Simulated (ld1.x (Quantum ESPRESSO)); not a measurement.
## Ge: excitation energies, all-electron against TM

Ge, norm-conserving Troullier–Martins (Kleinman–Bylander form), made with ld1.x (Quantum ESPRESSO) 7.5 (LDA (PZ), scalar-relativistic). Core [Ar], reference 3d10 4s1.75 4p2.25. Waves: 4s (bound): rc 1.35 bohr; 4p (bound): rc 1.90 bohr; 3d (bound): rc 0.80 bohr. Local part: the d channel. Core correction: a·sin(br)/r model core inside 0.35 bohr.

Energies are relative to the spin-unpolarised reference configuration 3d10 4s1.75 4p2.25; without spin polarisation the order of configurations can differ from experiment. Spin-polarised rows fill each open shell by Hund’s rule, majority spin first. Not all tests gave a result: 2 of 9 tests not solved or not reliable. Left out of the table: 3d9 4s2 4p2 (solver errors, printed error -2393 eV); 3d9 4s2 4p3 (solver errors, printed error -1982 eV).

| valence configuration | charge | ΔE all-electron (eV) | error AE − PS (meV) |
| --- | --- | --- | --- |
| 3d10 4s2 4p2 | 0 | -1.984 | +0.2 |
| 3d10 4s2 4p1 | +1 | 5.653 | -0.5 |
| 3d10 4s1 4p2 | +1 | 14.430 | +2.0 |
| 3d10 4s0 4p0 | +4 | 103.241 | -71 |
| 3d10 4s1.75 4p2.25 (spin-polarised) | 0 | -0.907 | +6.6 |
| 3d10 4s2 4p2 (spin-polarised) | 0 | -2.547 | +4.0 |

What are ΔE and the potential's error for 3d10 4s2 4p0?

ΔE = 21.368 eV all-electron; the error (AE − PS) is +0.3 meV.

Note: ghost states, extra bound levels that the all-electron valence spectrum of the same l lacks: s at -624.6 eV, p at -318.4 eV. A true bound ghost makes a file unfit for plane-wave use.
